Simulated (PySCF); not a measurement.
Species: C4H6F2O.
SMILES: `C=C(CF)OCF`

Torsions of this conformer, `[CH2:1]=[C:2]([CH2:3][F:4])[O:5][CH2:6][F:7]`: C1–C2–C3–F4 -3°, C1–C2–O5–C6 -16°, C2–O5–C6–F7 74°.

The closed-shell ground state was solved at several levels (PySCF, density fitting, gas phase, non-relativistic). The structure is a single PBE0-D3(BJ)/def2-SVP conformer in the gas phase; no vibrational or solvent corrections.

```tsv
level	basis functions	total energy (Eh)	HOMO (eV)	LUMO (eV)	gap (eV)	dipole (D)
PBE0/6-31G*	110	-430.4333	-6.89	0.89	7.78	1.96
PBE0/pcSseg-0	75	-429.4477	-7.31	0.50	7.81	2.44
HF/pcJ-1	249	-428.6545	-9.83	4.36	14.19	2.49
PBE0/cc-pVTZ	294	-430.6080	-7.15	0.46	7.61	2.04
B97-2/pcSseg-1	149	-430.7230	-6.95	0.37	7.32	2.22
PBE0/pcSseg-1	149	-430.4094	-7.20	0.44	7.64	2.22
PBE0/cc-pVDZ	128	-430.4699	-7.00	0.70	7.70	2.07
PBE0/def2-SVP	128	-430.1248	-7.12	0.59	7.71	2.09
PBE0/6-311+G(2d,p)	225	-430.5856	-7.23	0.15	7.38	2.11
PBE0/aug-cc-pVDZ	215	-430.5069	-7.21	-0.06	7.15	2.07
KT2/pcSseg-1	149	-437.2376	-6.02	-0.54	5.48	2.09
B97-D/pcSseg-1	149	-430.6047	-5.95	-0.49	5.46	2.12
BHandHLYP/pcSseg-1	149	-430.6534	-8.26	1.57	9.83	2.34
```

(1) Estimate the row for B3LYP/pcSseg-1, a basis of 149 functions; the other rows only guide the guess.

(2) Over all these levels, which gives the widest orbital gap and which the narrowest?

(3) How much does the basis alone move the frontier levels among the 8 PBE0 rows?

(4) In the pcSseg-1 basis, how does the gap go with the fixed share of exact exchange?

(5) How far do the dipole and the HOMO energy spread over the levels?

## Answers

(1) Total energy -430.8742 Eh, HOMO -6.97 eV, LUMO 0.19 eV, gap 7.16 eV, dipole 2.21 D.

(2) HF/pcJ-1 (Hartree–Fock, all exact exchange) has the widest, 14.19 eV, and B97-D/pcSseg-1 (GGA) the narrowest, 5.46 eV. Functional and basis both differ between the two, so the spread mixes both effects.

(3) The HOMO by 0.42 eV and the LUMO by 0.95 eV. By rising basis size (HOMO, LUMO in eV): pcSseg-0 -7.31, 0.50; 6-31G* -6.89, 0.89; cc-pVDZ -7.00, 0.70; def2-SVP -7.12, 0.59; pcSseg-1 -7.20, 0.44; aug-cc-pVDZ -7.21, -0.06; 6-311+G(2d,p) -7.23, 0.15; cc-pVTZ -7.15, 0.46.

(4) B97-D (0 %) 5.46 eV; KT2 (0 %) 5.48 eV; B3LYP (20 %) 7.16 eV; B97-2 (21 %) 7.32 eV; PBE0 (25 %) 7.64 eV; BHandHLYP (50 %) 9.83 eV. Each rise in the share widens the gap here.

(5) The dipole runs from 1.96 to 2.49 D (mean 2.18 D) and the HOMO from -9.83 to -5.95 eV.

B97-D is run here without its empirical dispersion term; that term would change no orbital, density or response property at a fixed geometry.
